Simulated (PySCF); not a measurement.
## Structure from 2D NMR

Compound of formula C$_{9}$H$_{9}$F. Correlations simulated from computed shifts and the bond graph:

HSQC (one-bond C–H):
```
  δH     δC
7.25  132.9
7.01  117.6
5.93  144.2
5.44  120.6
5.34  120.6
3.27   43.3
```

COSY cross peaks (H two or three bonds apart, from the bond graph; peaks can be absent where the dihedral angle is near 90°):
```
  δH    δH
7.25  7.01
5.93  5.44
5.93  5.34
5.93  3.27
5.44  5.34
```

HMBC (two and three bonds, from the bond graph):
```
  δH                                δC
7.25  166.0, 136.6, 132.9, 117.6, 43.3
7.01        166.0, 136.6, 132.9, 117.6
5.93                136.6, 120.6, 43.3
5.44                       144.2, 43.3
5.34                       144.2, 43.3
3.27        144.2, 136.6, 132.9, 120.6
```

Carbons without hydrogens: δ 166.0, 136.6.

[PySCF: geometry: PBE0-D3(BJ)/def2-SVP; NMR shieldings at B97-2/pcSseg-1/GIAO; equivalent nuclei averaged; relativity neglected; one conformer; gas phase]

Shifts are taken against calculated references (same method and geometry level): ¹H, ¹³C vs TMS.

Exchangeable hydrogens are left out of these lists.

Problem. Which molecule is this?

Solution. `C=CCc1ccc(F)cc1`.

Mapped SMILES: `[CH2:1]=[CH:2][CH2:3][c:4]1[cH:5][cH:6][c:7]([F:8])[cH:9][cH:10]1` (H(Xn): hydrogen on atom n). Ha(C1) is cis to C3; Hb(C1) is trans to C3.

- δC 166.0 is C7, an aromatic carbon bearing fluorine.
- δC 144.2 is C2, an alkene CH (δH 5.93).
- δC 136.6 is C4, a substituted aromatic carbon.
- δC 132.9 is C5/C10, an aromatic CH (δH 7.25).
- δC 120.6 is C1, a terminal =CH2 carbon (δH 5.44, 5.34).
- δC 117.6 is C6/C9, an aromatic CH (δH 7.01).
- δC 43.3 is C3, an sp3 CH2 on an aromatic ring (δH 3.27).
- HMBC from δH 7.25 reaches the proton-free carbons C7, C4.
- HMBC from δH 7.01 reaches the proton-free carbons C7, C4.
- HMBC from δH 5.93 reaches the proton-free carbon C4.
- HMBC from δH 3.27 reaches the proton-free carbon C4.
- COSY links 7.25–7.01, 5.93–5.44, 5.93–5.34, 5.93–3.27, 5.44–5.34.

The shifts were computed for this structure.

Shifts are as computed. Against solution values, carbons near 30 ppm lie about +1 ppm off and those near 130 ppm about +2 ppm. Of 1211 compounds with measured shifts, 218 miss one by over three times the rms of a fit or turn the order of signals round; such compounds aren't used in these exercises.
